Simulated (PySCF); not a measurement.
Input file for PySCF: D3(BJ) and D4 dispersion corrections on H2O (SMILES O).

```python
from pyscf import gto
from pyscf.dispersion import dftd3, dftd4

mol = gto.M(
    atom='''
    O    -0.00000000    0.00000000    0.38961139
    H     0.00000000    0.76498632   -0.19485569
    H     0.00000000   -0.76498632   -0.19485569
    ''',
    basis='def2-svp',
    charge=0, spin=0, verbose=0, max_memory=1800)
d3, d4 = {}, {}
for xc in ['hf', 'pbe', 'blyp', 'revpbe', 'tpss', 'r2scan', 'b3lyp', 'pbe0', 'bhlyp', 'camb3lyp', 'b2plyp']:
    d3[xc] = float(dftd3.DFTD3Dispersion(mol, xc=xc, version='d3bj', atm=False).get_dispersion()['energy'])
    print(f'D3(BJ) {xc:10s} {d3[xc]:14.8f} Eh')
for xc in ['hf', 'pbe', 'blyp', 'revpbe', 'tpss', 'r2scan', 'b3lyp', 'pbe0', 'bhlyp', 'camb3lyp', 'b2plyp']:
    d4[xc] = float(dftd4.DFTD4Dispersion(mol, xc={'camb3lyp': 'cam-b3lyp'}.get(xc, xc), atm=True).get_dispersion()['energy'])
    print(f'D4     {xc:10s} {d4[xc]:14.8f} Eh')
```

The log:

```
D3(BJ) hf            -0.00450233 Eh
D3(BJ) pbe           -0.00035943 Eh
D3(BJ) blyp          -0.00071916 Eh
D3(BJ) revpbe        -0.00106188 Eh
D3(BJ) tpss          -0.00042042 Eh
D3(BJ) r2scan        -0.00008484 Eh
D3(BJ) b3lyp         -0.00057383 Eh
D3(BJ) pbe0          -0.00027686 Eh
D3(BJ) bhlyp         -0.00040942 Eh
D3(BJ) camb3lyp      -0.00021234 Eh
D3(BJ) b2plyp        -0.00023428 Eh
D4     hf            -0.00098317 Eh
D4     pbe           -0.00019578 Eh
D4     blyp          -0.00047287 Eh
D4     revpbe        -0.00094918 Eh
D4     tpss          -0.00026710 Eh
D4     r2scan        -0.00004686 Eh
D4     b3lyp         -0.00031026 Eh
D4     pbe0          -0.00015671 Eh
D4     bhlyp         -0.00018233 Eh
D4     camb3lyp      -0.00014972 Eh
D4     b2plyp        -0.00013382 Eh
```

The run finished.

Cost: around 0.10 core-seconds (rough).
